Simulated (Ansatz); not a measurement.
```yaml
crystal:
  periodic: [false, false, false]
  atoms:
    - {symbol: In, position_ang: [0.000380, -0.000009, 0.000047]}
    - {symbol: O, position_ang: [1.907310, 0.350217, 0.477804]}
    - {symbol: H, position_ang: [2.427174, -0.461789, 0.387712]}
    - {symbol: O, position_ang: [-1.338348, 1.479255, 0.083600]}
    - {symbol: H, position_ang: [-0.910549, 2.299134, 0.370842]}
    - {symbol: O, position_ang: [-0.568930, -1.829746, -0.561519]}
    - {symbol: H, position_ang: [-1.517025, -1.837052, -0.758496]}
basis:
  gaussian: {orbitals: def2-SVPD}
total_charge: 1
magnetization: {spin_polarized: false, initial_magnetization: 1}
hamiltonian: {xc: {name: wB97X-V}}
scf: {omitted_lower_state_checks: [starts]}
output: {forces: true}
```

```sh
$ ansatz run in.yaml --threads 2 --pin off --events-out ev --progress --plain --max-ram 4352MiB
```

It prints (some lines left out):

```
Functional definition: wB97X-V
1113 factors; their error is unknown
428 factors; integrals over basis functions are off by at most 1.2e-5 eV
mean field evaluation 1: about -11330.3687 eV, gradient 9.3e1 eV
mean field evaluation 2: about -11312.8983 eV, gradient 1.2e2 eV
mean field evaluation 4: about -11343.0505 eV, gradient 3.6e1 eV
mean field evaluation 8: about -11346.1569 eV, gradient 4.7e0 eV
mean field evaluation 16: about -11330.3681 eV, gradient 9.3e1 eV
mean field evaluation 32: about -11346.3192 eV, gradient 4.6e-5 eV
mean field -11346.31918221 eV, -416.9695391350 hartree, gradient 6.6e-6 eV, S^2 0.750000; 0 other end points of the search recorded, 0 dependent functions left out
reference -11346.31917929 eV, -416.9695390274 hartree; 24, 23 occupied and 101, 102 virtual orbitals, 1113 factors
Total energy: -11346.31917929 eV, -416.9695390274 hartree
Atom 0 at     0.000380    -0.000009     0.000047 Å, force     1.611418     4.148804     1.339336 eV/Å
Atom 1 at     1.907310     0.350217     0.477804 Å, force    -0.920972    -0.739372    -0.369194 eV/Å
Atom 2 at     2.427174    -0.461789     0.387712 Å, force     0.417847     0.110950     0.112981 eV/Å
Atom 3 at    -1.338348     1.479255     0.083600 Å, force     0.226950    -1.057531    -0.210088 eV/Å
Atom 4 at    -0.910549     2.299134     0.370842 Å, force    -0.019677     0.154848     0.033548 eV/Å
Atom 5 at    -0.568930    -1.829746    -0.561519 Å, force    -0.215338    -2.020859    -0.535128 eV/Å
Atom 6 at    -1.517025    -1.837052    -0.758496 Å, force    -1.100228    -0.596840    -0.371455 eV/Å
Dipole moment:    -0.375258    -0.920424    -0.300767 e Å
Checks for a lower state left out: starts
```

It took 39 s on 2 threads of Arm Neoverse V2 on a shared host, peak host memory 0.71 GiB.

In the def2 sets In takes a core potential; there is no spin–orbit coupling.

With spin_polarized false and unpaired electrons the run is restricted open-shell.

The dipole of an ion depends on the origin.
